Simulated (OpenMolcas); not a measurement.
# Ionisation energies of neon

```yaml
Program: OpenMolcas
Basis: ANO-R3 [4s4p2d1f]
Scalar_Hamiltonian: X2C, finite nucleus
Spin-orbit_coupling: RASSI with atomic mean-field integrals over the reference wave functions, term energies averaged over their components
```

Active shells in each charge state: the valence s, p shells, with orbitals averaged over the low states. Where CASPT2's correlated closed shells are named, they are those of the first ion.

A. CASSCF
B. SS-CASPT2, IPEA 0.25 Eh, imaginary shift 0.1 Eh (closed shells correlated: 1s)
C. SS-CASPT2, IPEA 0 Eh, imaginary shift 0.1 Eh (closed shells correlated: 1s)

Energies in eV between the lowest computed levels, named as in B; reference values from the NIST Atomic Spectra Database with their kind.

| From | To | A | B | C | Spin-orbit share in B | Reference |
| --- | --- | --- | --- | --- | --- | --- |
| Ne 2s2 2p6 1S0 | Ne+ 2s2 2p5 2P* 3/2 | 19.782 | 21.457 | 21.405 | -0.032 | 21.565 (measured) |
| Ne+ 2s2 2p5 2P* 3/2 | Ne2+ 2s2 2p4 3P2 | 39.366 | 40.752 | 40.722 | -0.006 | 40.963 (measured) |
| Ne2+ 2s2 2p4 3P2 | Ne3+ 2s2 2p3 4S* 3/2 | 61.822 | 63.112 | 63.094 | +0.038 | 63.423 (measured) |
| Ne3+ 2s2 2p3 4S* 3/2 | Ne4+ 2s2 2p2 3P0 | 95.960 | 97.078 | 97.114 | -0.092 | 97.190 (semi-empirical) |
| Ne4+ 2s2 2p2 3P0 | Ne5+ 2s2 2p 2P* 1/2 | 124.948 | 125.990 | 126.024 | -0.010 | 126.247 (measured) |
| Ne5+ 2s2 2p 2P* 1/2 | Ne6+ 2s2 1S0 | 156.497 | 157.537 | 157.567 | +0.102 | 157.934 (measured) |
| Ne6+ 2s2 1S0 | Ne7+ 2s 2S 1/2 | 207.115 | 207.159 | 207.160 | +0.000 | 207.271 (measured) |
| Ne7+ 2s 2S 1/2 | Ne8+ 1s2 1S0 | 238.959 | 239.013 | 239.013 | +0.000 | 239.097 (semi-empirical) |

Error against the reference values, in %:

| From | Reference | A | B | C |
| --- | --- | --- | --- | --- |
| Ne | measured | -8.3 | -0.5 | -0.7 |
| Ne+ | measured | -3.9 | -0.5 | -0.6 |
| Ne2+ | measured | -2.5 | -0.5 | -0.5 |
| Ne3+ | semi-empirical | -1.3 | -0.1 | -0.1 |
| Ne4+ | measured | -1.0 | -0.2 | -0.2 |
| Ne5+ | measured | -0.9 | -0.3 | -0.2 |
| Ne6+ | measured | -0.1 | -0.1 | -0.1 |
| Ne7+ | semi-empirical | -0.1 | 0 | 0 |

Mean absolute error over the 6 measured values: A 1.31 eV, B 0.23 eV, C 0.24 eV.

* marks odd parity.
